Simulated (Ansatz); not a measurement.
Reactions of F2H2HfSe2 (`[F][Hf]([F])([SeH])[SeH]`).

Gas-phase electronic energies from Ansatz, PBE0-D4/def2-TZVP geometries. CBS: MP2 limit from def2 TZ/QZ plus the TZ coupled-cluster correction, frozen cores. This one scheme is used for every species. Elements past krypton have def2 core potentials. For Ge, Hf, Se outer-core shells are correlated without core-valence functions, which leaves a few kJ/mol of doubt a bond. Scalar relativity is left out up to krypton. One conformer a species, not always the lowest.

| reaction | CCSD/CBS(def2) (kJ/mol) | CCSD(T)/CBS(def2) (kJ/mol) |
| --- | --- | --- |
| `[F][Hf]([F])([SeH])[SeH]` + H₂Se → `[F][Hf]([SeH])([SeH])[SeH]` + H–F | 77 | 72 |
| `[F][Hf]([F])([SeH])[SeH]` + `[F][GeH]([F])[F]` → `[F][GeH]([F])[SeH]` + `[F][Hf]([F])([F])[SeH]` | -68 | -67 |
| `[F][Hf]([F])([SeH])[SeH]` + `FBN[SiH3]` → `[SiH3]NB[SeH]` + `[F][Hf]([F])([F])[SeH]` | -4 | -4 |
| `[F][Hf]([F])([SeH])[SeH]` + H–F → `[F][Hf]([F])([F])[SeH]` + H₂Se | -75 | -71 |

Largest T1 diagnostic: 0.015, for `[F][Hf]([F])([F])[SeH]`.
